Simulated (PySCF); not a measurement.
C2H3O2, SMILES [CH2]C(=O)O, multiplicity 2.

Coordinates come from a ωB97X-D3(BJ)/def2-SVP optimisation. The isomer is the one that the SMILES or the coordinates give; other isomers of the formula were not compared. The values are those of a single conformer.

Computed with PySCF 2.14.0 with ωB97X-D3(BJ)/def2-SVP.

Harmonic, unscaled wavenumbers; measured fundamentals usually lie a few per cent lower.

```csv
mode,ν (cm⁻¹),IR (km/mol),moving atoms (share of kinetic energy)
1,325,0.5,H 95 %
2,425,4.2,"O 41 %, H 34 %, C 25 %"
3,556,82.4,"H 79 %, C 20 %"
4,598,44.3,"O 57 %, C 24 %, H 18 %"
5,644,11.8,"H 73 %, C 18 %, O 9 %"
6,772,83.8,"C 68 %, H 20 %, O 12 %"
7,944,11.4,"O 42 %, C 33 %, H 25 %"
8,988,30.1,"H 58 %, C 32 %, O 10 %"
9,1228,216.3,"H 54 %, O 35 %, C 11 %"
10,1376,30.3,"H 62 %, C 33 %"
11,1477,111.2,"C 52 %, H 44 %"
12,1802,229.4,"C 64 %, O 34 %"
13,3200,0.4,H 95 %
14,3335,0.4,"H 89 %, C 11 %"
15,3828,94.3,H 94 %
```
